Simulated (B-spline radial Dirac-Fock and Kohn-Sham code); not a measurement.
**What relativity does to the binding energies of Tl⁶²⁺**

System: the Tl⁶²⁺ ion, 1s2 2s2 2p6 3s2 3p6 3d1.

Both columns are ΔSCF binding energies of the configuration average from an atomic code on a B-spline grid: non-relativistic Hartree-Fock with a point nucleus, and Dirac-Fock with a finite nucleus and the Coulomb interaction alone, averaged over the two j levels with weights 2j+1.

| shell | Hartree-Fock (eV) | Dirac-Fock (eV) | shift (eV) | shift (%) |
| --- | --- | --- | --- | --- |
| 1s | 82241.3 | 90836.2 | +8594.84 | +10.45 |
| 2s | 17685.6 | 20097.6 | +2412.02 | +13.64 |
| 2p | 17212.9 | 18083.2 | +870.38 | +5.06 |
| 3s | 7081.3 | 7805.6 | +724.23 | +10.23 |
| 3p | 6876.3 | 7192.2 | +315.88 | +4.59 |
| 3d | 6606.4 | 6647.5 | +41.10 | +0.62 |

Relativity binds 1s, 2s, 2p, 3s, 3p, 3d more strongly, among those listed most of all 2s in relative terms.

Values without a named source are computed, but for edge energies of neutral atoms, which are taken from tables.
